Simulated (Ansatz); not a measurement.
Program: Ansatz. Geometries: PBE0-D4/def2-TZVP. ΔE: electronic, gas phase. CBS: MP2 limit from def2 TZ/QZ plus the TZ coupled-cluster correction, frozen cores. This one scheme is used for every species, atoms too. Open shells (•) are unrestricted, without spin–orbit coupling. Spin–orbit coupling would lower the free atoms: a little for C; clearly for Ge. For Ge outer-core shells are correlated without core-valence functions, so the limit isn't a true one: a few kJ/mol of doubt a bond, and 10 to 20 or more in all where bonds break to atoms. Scalar relativity is left out up to krypton. Each species was taken in one conformer, which may not be the lowest.

Reaction (atomization): `C#CC[CH2][GeH3]` → 4 C• + Ge• + 8 H•

```json
{"species": "`C#CC[CH2][GeH3]`", "CCSD(T)/CBS(def2) energy (Eh)": "-2233.06195"}
{"species": "C•", "CCSD(T)/CBS(def2) energy (Eh)": "-37.79194"}
{"species": "Ge•", "CCSD(T)/CBS(def2) energy (Eh)": "-2076.01830"}
{"species": "H•", "CCSD(T)/CBS(def2) energy (Eh)": "-0.50000"}
```

Problem. Work out ΔE.

Solution. ΔE = 8 × (-0.50000) + 4 × (-37.79194) + (-2076.01830) − (-2233.06195) = 1.87589 Eh = +4925.1 kJ/mol.

Largest T1 diagnostic among the species: 0.011.

From PBE to PBE0 (25 % exact exchange), in def2-TZVPP and without D4, ΔE moves by −63.0 kJ/mol: exact exchange takes away binding that semilocal exchange gives to molecules. In def2-TZVPP, CCSD(T) changes the Hartree–Fock value by +1171.1 kJ/mol (the triples alone add +70.6 kJ/mol) and MP2 by +1228.3 kJ/mol; breaking electron pairs costs correlation energy, which Hartree–Fock lacks. The D4 term adds +39.8 kJ/mol with B3LYP and +21.1 kJ/mol with PBE0; it sums over pairs of atoms, weighted by their polarisabilities, and B3LYP, whose exchange is more repulsive, gets the larger term.

B3LYP here is the variant with VWN-RPA as its local correlation; programs differ in this.

For atomizations the MP2-based limit and the directly extrapolated one differ by several kJ/mol either way, and by 10 to 25 for some Ge, Se and Sn compounds, so smaller differences from it don't rank the levels.
